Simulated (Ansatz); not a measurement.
Ansatz (a first-principles code) input (CCSD(T)/def2-SVPD):

Ansatz 0.2 input:
```yaml
crystal:
  periodic: [false, false, false]
  atoms:
    - {symbol: Cs, position_ang: [-0.00000000, -0.00000000, -0.69879311]}
    - {symbol: Cl, position_ang: [0.00000000, 0.00000000, 2.26080125]}
basis:
  gaussian:
    orbitals: def2-SVPD
magnetization: {spin_polarized: true, initial_magnetization: 2}
correlation: {method: ccsd_t, electrons: outside_noble_gas}
```

End of the output:

```
determinant -13038.51150644 eV, -479.1564600411 hartree, with singles and doubles -13042.29470995 eV, -479.2954902058 hartree
determinant -13037.48435503 eV, -479.1187129229 hartree, with singles and doubles -13041.23450940 eV, -479.2565285542 hartree
determinant -13037.44089302 eV, -479.1171157238 hartree, with singles and doubles -13041.18914226 eV, -479.2548613425 hartree
determinant -13037.40518223 eV, -479.1158033762 hartree, with singles and doubles -13041.16024937 eV, -479.2537995483 hartree
determinant -13037.37042830 eV, -479.1145261928 hartree, with singles and doubles -13041.17076543 eV, -479.2541860067 hartree
determinant -13037.31697700 eV, -479.1125618938 hartree, with singles and doubles -13041.12145042 eV, -479.2523737133 hartree
determinant -13038.52034363 eV, -479.1567848021 hartree, with singles and doubles -13042.30663541 eV, -479.2959284583 hartree
determinant -13038.51150644 eV, -479.1564600411 hartree, with singles and doubles -13042.29496103 eV, -479.2954994330 hartree
9 core orbitals not correlated, not the lowest: weight in the atoms' cores, before any rotation towards them, 0.888 or more for the frozen orbitals, at most 0.100 for the correlated occupied ones
reference -13038.52034363 eV, -479.1567848021 hartree; 5, 3 occupied and 40, 42 virtual orbitals, 498 factors
second order -3.29619460 eV of doubles, -0.00000000 eV of singles
coupled cluster: 0.12 GiB planned
cycle   1  -3.78628888 eV  change    2.9e-6 eV  update   3.1e-6
perturbative correction -0.06032259 eV, -0.0022168144 hartree
Total energy: -13042.36695511 eV, -479.2981451664 hartree
```

This state (charge 0, triplet) is run at the relaxed geometry of the species with charge 0 and multiplicity 1, and is a spin state other than that species' own.
